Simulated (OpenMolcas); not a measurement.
# Sm III: from CASSCF to CASPT2

- Program: OpenMolcas 26.06
- Basis: ANO-RCC-VQZP [9s8p6d4f3g2h]
- Scalar Hamiltonian: DKH4, point nucleus
- Active space: 6 electrons in 7 orbitals (4f)
- State averaging: 2S+1 = 7 even, 7 roots; 2S+1 = 5 even, 140 roots (62 in the spin-orbit step); 2S+1 = 3 even, 3 roots kept (CI in the orbitals of an earlier block, 0 in the spin-orbit step)
- Spin-orbit coupling: state interaction with AMFI integrals over the reference wave functions, term energies averaged over their components

Methods on the same reference wave functions:
A. CASSCF
B. SS-CASPT2, IPEA 0.25 Eh, imaginary shift 0.1 Eh (closed shells correlated: 5s 5p)

Energies in cm-1 above 4f6 7F0, the measured ground level; measured values from Martin, Zalubas and Hagan, Atomic Energy Levels: The Rare-Earth Elements, NSRDS-NBS 60 (1978).

```csv
Level,A,B,Measured
4f6 7F0,0.0,0.0,0.0
4f6 7F1,266,313,293
4f6 7F2,767,885,814
4f6 7F3,1452,1633,1493
4f6 7F4,2268,2480,2278
4f6 7F5,3185,3380,3132
4f6 7F6,4195,4350,4027
4f6 5D0,20353,14850,
4f6 5D1,21040,15480,
4f6 5D2,22458,16810,
4f6 5D3,24685,18940,
4f6 5L6,26492,23880,
4f6 5L7,26987,24370,
4f6 5L8,27552,24940,
4f6 5D4,27814,22020,
4f6 5G3,28158,23040,
4f6 5G4,28162,23090,
4f6 5L9,28187,25570,
4f6 5G2,28319,23150,
4f6 5G5,28401,23390,
4f6 5L10,28894,26280,
4f6 5G6,29103,24160,
```

Deviations, from unrounded energies. A percentage is the sum of absolute deviations over the sum of measured energies, with the sign that they share, or ± where signs differ.

| Against measurement | Levels | A | B |
| --- | --- | --- | --- |
| mean absolute deviation (cm-1) | 6 | 58 | 170 |
| fine structure of the ground term (%) | 6 | ±2.9 | +8.4 |

A lies closest to measurement on these levels. The largest miss of A in the table is 4f6 7F6, by +170 cm-1. The ranking rests on the paired levels alone, and a cruder setting can come out closer through cancelling errors.

From A to B the spin-free energies of the other terms of 4f6 shown, above 7F, scale by factors of 0.72 to 0.88, as is usual when dynamic correlation screens the repulsion within a d or f shell.

The lowest spin-free term lies below A's lowest term by 0.523 hartree in B.

CASPT2 breaks the degeneracy within a term, and the mean is taken; among the terms shown or strongly mixed into the levels shown the widest spread is 210 cm-1 (4f6 5L, B). High states are left out of the spin-orbit mixing, which shifts the levels that they would mix with. Without dynamic correlation excited terms often stand tens of per cent too high (terms of higher spin than the ground term too low), and those without a measured partner can miss by more than the paired ones (holds for A). Computed and measured levels are paired by configuration, term and J; levels that our copy of the source lacks, or whose pairing is in doubt (as where it misses far off the trend of its configuration), stay unpaired and out of the deviations. Only configurations of the active space appear. Levels that lie high or do not pair safely by name in every column are left out.
